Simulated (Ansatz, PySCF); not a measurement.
C3H7NSi, SMILES C1=CN(C1)[SiH3]. Atoms are numbered in the order given.

```xyz
12

Si     1.7066    -0.1322    -0.0496
N      0.0043     0.1897     0.1319
C     -1.0240    -0.3666     0.9252
C     -2.0516    -0.0594     0.0993
C     -1.0524     0.5475    -0.8660
H      2.2908     0.9948    -0.8243
H      2.2913    -0.2034     1.3162
H      2.0479    -1.4028    -0.7631
H     -0.8904    -0.8467     1.8983
H     -3.1346    -0.1388     0.1271
H     -0.9290     0.0288    -1.8317
H     -1.1168     1.6357    -1.0309
```
Charge 0, spin multiplicity 1.

Coordinates come from a TPSSh-D3(BJ)/def2-SVP optimisation. This is a generated structure with no PubChem entry under its InChIKey; it may be hypothetical.

Two levels are set side by side: PBE-D3(BJ)/def2-SVP (Ansatz, a quantum-chemistry and plane-wave program) and TPSSh-D3(BJ)/def2-SVP (PySCF). Each level has its own optimised geometry; the coordinates shown are those of the second. Frequencies come from the Hessian of PySCF at each geometry. Differences are taken from unrounded values.

| quantity | TPSSh-D3(BJ) |
|---|---|
| mean bond length (Å) | 1.365 |
| bond Si1–N2 (Å) | 1.742 |
| bond N2–C3 (Å) | 1.413 |
| bond N2–C5 (Å) | 1.497 |
| bond C3–C4 (Å) | 1.354 |
| bond C4–C5 (Å) | 1.516 |
| bond Si1–H6 (Å) | 1.487 |
| bond Si1–H7 (Å) | 1.487 |
| bond Si1–H8 (Å) | 1.497 |
| bond C3–H9 (Å) | 1.093 |
| bond C4–H10 (Å) | 1.086 |
| bond C5–H11 (Å) | 1.103 |
| bond C5–H12 (Å) | 1.102 |
| highest harmonic wavenumber (cm⁻¹) | 3279 |
| mean harmonic wavenumber (cm⁻¹) | 1319 |
| zero-point energy (kcal/mol) | 56.56 |

Q: What does PBE-D3(BJ) give, and how far is it from TPSSh-D3(BJ)? (Estimate from the structure and the level; the computed values follow.)

A: 
```
quantity                            PBE-D3(BJ)  PBE-D3(BJ) minus TPSSh-D3(BJ)
----------------------------------  ----------  -----------------------------
mean bond length (Å)                     1.374                          0.009
bond Si1–N2 (Å)                          1.752                          0.010
bond N2–C3 (Å)                           1.416                          0.003
bond N2–C5 (Å)                           1.498                          0.002
bond C3–C4 (Å)                           1.363                          0.009
bond C4–C5 (Å)                           1.519                          0.003
bond Si1–H6 (Å)                          1.503                          0.016
bond Si1–H7 (Å)                          1.503                          0.016
bond Si1–H8 (Å)                          1.514                          0.017
bond C3–H9 (Å)                           1.102                          0.009
bond C4–H10 (Å)                          1.094                          0.007
bond C5–H11 (Å)                          1.112                          0.009
bond C5–H12 (Å)                          1.111                          0.009
highest harmonic wavenumber (cm⁻¹)        3217                            -62
mean harmonic wavenumber (cm⁻¹)           1276                            -43
zero-point energy (kcal/mol)             54.71                          -1.85
```

Exact exchange shortens and stiffens bonds; PBE has none. Differences between two approximate levels are no errors against the true value.
